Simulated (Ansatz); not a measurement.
Basis-set extrapolation for C3H7BS (PBE0-D4/def2-TZVP geometry, frozen core, the Gaussian-basis code of Ansatz). Multiplicity 1, RHF reference.

```tsv
	def2-TZVPP	def2-QZVPP
HF	-539.888022	-539.905762
MP2 correlation	-0.803194	-0.856993
CCSD(T) correlation	-0.887824	not run
```

Energies in hartree. Use E(X) = E(∞) + A·exp(−7.88·√X) for Hartree–Fock and E(X) = E(∞) + B·X^(−2.97) for correlation, with X = 3 and 4, and add CCSD(T) minus MP2 of the smaller set to the MP2 limit.

Problem. What is the CCSD(T) energy at the basis-set limit?

Solution. HF limit: -539.905762 + (-0.017740) × 0.13774 = -539.90821. MP2 limit: -0.856993 + (-0.053799) × 0.74074 = -0.89684. Higher-order term: -0.887824 − (-0.803194) = -0.08463. Total: -540.88968 hartree, 71.4 kcal/mol below CCSD(T)/def2-TZVPP.
